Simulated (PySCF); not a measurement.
**S: excitation energy**

S [Ne] 3s2 3p4 (3P) → S [Ne] 3s1 3p5 (3P), as a difference of total energies. All numbers are calculated (PySCF 2.14, scalar relativity by spin-free X2C-1e, in x2c-TZVPPall with one added diffuse shell each of s, p, d type (6s6p4d1f, 51 functions)). Correlated levels: valence: [Ne] frozen; valence and next inner shell: 1s2 frozen. The calculations carry no spin-orbit coupling.

| method | excitation energy (eV) |
| --- | --- |
| UHF | 11.585 |
| LDA | 10.026 |
| PBE | 10.060 |
| PBE0 | 10.488 |
| r2SCAN | 10.221 |
| M06-2X | 10.400 |
| B3LYP | 10.394 |
| TPSSh | 10.381 |
| PW91 | 10.054 |
| MP2 (valence) | 10.523 |
| SCS-MP2 (valence) | 10.403 |
| MP2 (valence and next inner shell) | 10.525 |
| SCS-MP2 (valence and next inner shell) | 10.403 |

Q: How much does correlation contribute at MP2 (valence and next inner shell)?

A: 10.525 − (11.585) = -1.060 eV, measured against UHF.

Errors of the correlated levels include the incompleteness of this basis and the frozen core.

The upper state lies above the first ionisation limit, where it may autoionise and the basis confines it.

Every method misses the reference by a wide margin, which points to the basis or the choice of state and not to the methods.

For comparison: 8.928 eV (measured; NIST levels, between the centres of gravity of the two terms).
